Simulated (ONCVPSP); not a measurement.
**molybdenum: ONCV pseudisation with Wu-Cohen, scalar-relativistic reference atom.**

* Element: molybdenum (Mo)
* Generator: ONCVPSP 4.0.1
* Type: optimised norm-conserving Vanderbilt (ONCV)
* Functional: Wu-Cohen
* Relativity: scalar-relativistic
* Frozen core: [Ar] 3d10 4s2
* Valence charge: 12
* Reference configuration: 4p6 4d5 5s1
* Partial waves: 5s: rc 2.95 bohr, ncon 3, nbas 8, qcut 2.5 1/bohr, 2 projectors, debl 1 Ha; 4p: rc 1.55 bohr, ncon 4, nbas 7, qcut 8.2 1/bohr, 2 projectors, debl 3.1 Ha; 4d: rc 1.55 bohr, ncon 3, nbas 6, qcut 6 1/bohr, 2 projectors, debl 3.1 Ha
* Local potential: polynomial inside 1.05 bohr (lpopt 5, dvloc0 4 Ha)
* Core correction: Teter function, fcfact 5.75, rcfact 1.4

Poles of the logarithmic derivatives, all-electron (AE) and pseudo (PS). s: poles at 0.7, 4.1 (AE) and 0.7, 2.5, 4.9 (PS) Ha. p: poles at -0.2 (AE) and -0.2 (PS) Ha. d: poles at 1.9 (AE) and 1.9 (PS) Ha. Test radii: s 3.00, p 1.57, d 1.57 bohr.

- Cutoffs needed: 23 Ha and 49 Ha (the cutoffs (Ha) at which the residual kinetic energy of the hardest occupied pseudo-wave falls to 1 and 0.1 mHa per electron)
- Ghost test: ghosts flagged at negative energy: s at -132.9 eV; GHOST(+) flagged for s at 65.1 eV; a true bound ghost makes a file unfit for plane-wave use
- Largest excitation error: +20 meV (all-electron minus pseudo) for 4p6 4d3 5s0, out of 4 test configurations
- rms error of d²Exc/dni dnj: 3.40 mHa without and 0.70 mHa with the model core
